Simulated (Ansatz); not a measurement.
Geometry optimisation, Ansatz, RKS PBE0/def2-SVP.

The input (input.yaml):

```yaml
crystal:
  periodic: [false, false, false]
  atoms:
    - { symbol: In, position_ang: [0.074737, -0.696586, -0.456149] }
    - { symbol: Cl, position_ang: [-0.115291, 0.152506, 3.07143] }
    - { symbol: Cl, position_ang: [2.062077, 0.379073, -1.029069] }
    - { symbol: Cl, position_ang: [-1.939868, 0.114159, -1.303695] }
    - { symbol: "N", position_ang: [0.098952, -2.392187, 0.789091] }
    - { symbol: H, position_ang: [-0.689077, -3.012112, 0.601413] }
    - { symbol: H, position_ang: [0.958812, -2.929794, 0.680472] }
    - { symbol: H, position_ang: [-0.031842, -1.108559, 2.631807] }
basis:
  gaussian: { orbitals: def2-SVP }
hamiltonian:
  xc: pbe0
relax:
  f_tol: 0.03
  max_steps: 50
output:
  orbitals: {}
```

Run as:

```bash
$ ansatz run input.yaml --threads 4 --pin off --max-ram 5120MiB --backend cpu --events-out ev --progress --plain --runs-dir out
```

Question: Where does it end, and by what steps?

Answer: The run converged. After 13 steps the energy has fallen by 2.213 eV; H8 moved furthest, 1.39 Å. Parted: Cl2–H8. Joined: In1–Cl2, N5–H8.

| step | energy less start (eV) | largest force component (eV/Å) | accepted |
| --- | --- | --- | --- |
| 0 | 0.0000 | 0.946 | yes |
| 1 | -0.1592 | 0.393 | yes |
| 2 | -0.2858 | 0.935 | yes |
| 3 | -0.4022 | 1.524 | yes |
| 4 | -0.5581 | 2.388 | yes |
| 5 | -0.9819 | 2.433 | yes |
| 6 | -1.2763 | 4.971 | yes |
| 7 | -1.8490 | 1.338 | yes |
| 8 | -1.9776 | 1.180 | yes |
| 9 | -2.1122 | 1.096 | yes |
| 10 | -2.1708 | 0.719 | yes |
| 11 | -2.2093 | 0.041 | yes |
| 12 | -2.2118 | 0.071 | yes |
| 13 | -2.2127 | 0.003 | yes |

```xyz
8
Properties=species:S:1:pos:R:3
In 0.008 -0.079 0.282
Cl -0.163 0.894 2.417
Cl 2.085 0.017 -0.817
Cl -1.937 -0.212 -1.034
N 0.096 -2.274 0.955
H -0.684 -2.801 0.560
H 0.969 -2.708 0.649
H 0.045 -2.330 1.973
```

Run time: 25 s on 4 threads of Arm Neoverse V2 (shared host), peak memory 0.28 GiB.
